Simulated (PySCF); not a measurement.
Field gradients at the hydrogen positions

C10H12O.
Geometry (GFN2-xTB, Å), atoms numbered from 1 in this order:
```xyz
23
C10H12O angstrom
C     -2.8644    1.3072   -0.9372
C     -2.2484    0.4553   -0.3659
C     -1.4573   -0.5495    0.3170
C     -0.9925   -0.0884    1.7112
C      0.4164   -0.6619    1.8543
C      0.9974   -0.5400    0.4438
C      1.5294    0.8717    0.1844
C      2.0439    1.1073   -1.2105
O      1.5386    1.7230    1.0339
C     -0.1800   -0.8397   -0.4471
C     -0.1363   -1.3148   -1.6786
H     -3.4208    2.0465   -1.4308
H     -2.0508   -1.4689    0.3908
H     -0.9468    1.0008    1.7404
H     -1.6633   -0.4261    2.4998
H      1.0076   -0.1084    2.5821
H      0.3776   -1.7119    2.1496
H      1.8224   -1.2343    0.2602
H      1.1988    1.1175   -1.8964
H      2.5537    2.0659   -1.2606
H      2.7180    0.3106   -1.5134
H     -1.0387   -1.5047   -2.2351
H      0.7908   -1.5305   -2.1818
```

Level: PBE0/pcSseg-1 (PySCF, non-relativistic); Q(2H) = 0.00286 b; rigid geometry, the same for H and D, with no vibrational averaging.

Question: Rank these positions by the coupling χzz of a deuteron there, largest first.
A. H14 (methylene hydrogen)
B. H12 (alkyne hydrogen)
C. H21 (methyl hydrogen)
D. H17 (methylene hydrogen)
E. H23 (vinylic hydrogen)

Answer: B (268 kHz), E (227 kHz), C (213 kHz), D (205 kHz), A (200 kHz).

Q: Give the electric field gradient Vzz (the principal value of largest size), its asymmetry and the 2H coupling at each hydrogen.

A: 
| atom | bonded to | bond length (Å) | Vzz (au) | η | χzz (kHz) |
| --- | --- | --- | --- | --- | --- |
| H12 | C1 | 1.049 | 0.3985 | 0.00 | 268 |
| H13 | C3 | 1.097 | 0.2933 | 0.01 | 197 |
| H14 | C4 | 1.091 | 0.2982 | 0.03 | 200 |
| H15 | C4 | 1.089 | 0.3106 | 0.02 | 209 |
| H16 | C5 | 1.089 | 0.3071 | 0.03 | 206 |
| H17 | C5 | 1.091 | 0.3055 | 0.02 | 205 |
| H18 | C6 | 1.094 | 0.3008 | 0.02 | 202 |
| H19 | C8 | 1.088 | 0.3091 | 0.02 | 208 |
| H20 | C8 | 1.087 | 0.3134 | 0.01 | 211 |
| H21 | C8 | 1.087 | 0.3163 | 0.03 | 213 |
| H22 | C11 | 1.077 | 0.3356 | 0.06 | 226 |
| H23 | C11 | 1.077 | 0.3383 | 0.05 | 227 |

Q: How does χzz go with the bond length over the 12 C–H bonds?

A: A straight-line fit has a slope of -15.0 kHz for each 0.01 Å, with a correlation coefficient of -1.00, over lengths from 1.049 to 1.097 Å. The longer bonds have the smaller couplings here.

Q: A static deuteron (I = 1) shows a doublet split by (3/2)χ, (3/4)χ(1 + η) and (3/4)χ(1 − η) with the field along z, y and x of the gradient. What are these for H19?

A: With |χ| = 207.7 kHz and η = 0.021: 312, 159 and 153 kHz, to first order and without motion.

One conformer (not necessarily the lowest) at the GFN2-xTB geometry, without solvent, vibrations or thermal averaging. GFN2-xTB bond lengths can be off by several hundredths of an ångström, more for odd bonds, and the gradients follow them. With a basis this small, the couplings can be 20 % off.
